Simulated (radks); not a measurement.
The nuclear charge of neutral germanium is varied continuously with 32 electrons held in [Ar] 3d10 4s2 4p2. Calculated with a radial shooting solver on a logarithmic mesh with Libxc functionals: scalar-relativistic Kohn-Sham, PBE, spin-polarised, spherical densities, finite nucleus; open shells are filled with parallel spins first; Fermi nuclear charge, rms radius 4.0742 fm. By the Hellmann-Feynman theorem dE/dZ = E(electron-nucleus)/Z, the electronic potential at the nucleus (averaged over a nucleus of fixed radius). The scalar-relativistic energy here is not variational (the density holds large components alone), so the two differ by a part that grows with Z.

| Z | E (hartree) | E(electron-nucleus)/Z (hartree) | HOMO | e(HOMO) (eV) | <r> HOMO (bohr) |
|---|---|---|---|---|---|
| 31.75 | -2059.48839 | -156.399 | 4p | -2.502 | 3.084 |
| 32 | -2098.84784 | -158.080 | 4p | -4.415 | 2.851 |
| 32.25 | -2138.62844 | -159.757 | 4p | -6.550 | 2.670 |
| 32.5 | -2178.82940 | -161.432 | 4p | -8.882 | 2.523 |
| 32.75 | -2219.45018 | -163.104 | 4p | -11.395 | 2.400 |
| 33 | -2260.49038 | -164.775 | 4p | -14.079 | 2.294 |

The central difference of E at Z = 32 is -158.280 hartree, to compare with the third column; the second derivative is -6.74 hartree.
